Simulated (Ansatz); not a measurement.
`C[S][Sn][OH]` + HCl → `[OH][Sn][Cl]` + CH₃SH at 600 K and 1 bar (ligand exchange at the Sn–S bond).

Calculated with Ansatz (gas phase, PBE0-D4/def2-TZVP geometries, no zero-point term in ΔE). CBS: MP2 limit from def2 TZ/QZ plus the TZ coupled-cluster correction, frozen cores. This one scheme is used for every species. Elements past krypton have def2 core potentials. For Sn outer-core shells are correlated without core-valence functions, which leaves a few kJ/mol of doubt a bond. One conformer a species, not always the lowest.

| species | CCSD(T)/CBS energy (Eh) | H − E (kJ/mol) | S (J/(mol·K)) |
| --- | --- | --- | --- |
| `C[S][Sn][OH]` | -727.49807 | 189.5 | 427.3 |
| HCl | -460.38127 | 35.4 | 207.2 |
| `[OH][Sn][Cl]` | -749.66523 | 70.8 | 351.2 |
| CH₃SH | -438.22835 | 152.3 | 296.8 |

H − E and S are ideal-gas, rigid-rotor, harmonic terms from PBE0-D4/def2-TZVP, for one conformer and one mirror image of each species. 1 Eh = 2625.50 kJ/mol, R = 8.31446 J/(mol·K).

Problem. By hand: ΔE, ΔH, ΔS and ΔG.

Solution. ΔE = (-749.66523) + (-438.22835) − (-727.49807) − (-460.38127) = -0.01424 Eh = -37.4 kJ/mol. Δ(H − E) = 70.8 + 152.3 − 189.5 − 35.4 = -1.8, so ΔH = -39.2 kJ/mol. ΔS = 351.2 + 296.8 − 427.3 − 207.2 = 13.5 J/(mol·K). ΔG = -39.2 − 600 × (13.5)/1000 = -47.3 kJ/mol.

Problem. By hand: the equilibrium constant, and the temperature at which ΔG would vanish if ΔH and ΔS stayed fixed.

Solution. log₁₀ K = −ΔG/(RT ln 10) = 4.1. ΔH and −TΔS have one sign here, so there is no such temperature.

The number of gas molecules stays the same, so ΔS is small and ΔH decides. A doubt of 5 kJ/mol in ΔE shifts log₁₀ K by 0.4 here. Other conformers and mirror images would add mixing entropy, several J/(mol·K) or more a flexible species. These are equilibria of isolated gas molecules and say nothing of rates. Largest T1 diagnostic: 0.017 (customary marks: 0.02 for closed shells, 0.045 for open ones).
